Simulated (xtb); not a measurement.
Input file for xtb: GFN2-xTB on ClGa (SMILES [Cl][Ga]), 2S+1 = 3, a spin state set in the input, which need not be the lowest.

```
$ xtb mol.xyz --gfn 2 --sp --chrg 0 --uhf 2
2

Cl    -0.00000000    -0.00000000    -1.41868620
Ga     0.00000000     0.00000000     0.77798920
```

**Question.** Give the final energy of this run.

**Answer.** -5.6103 hartree.
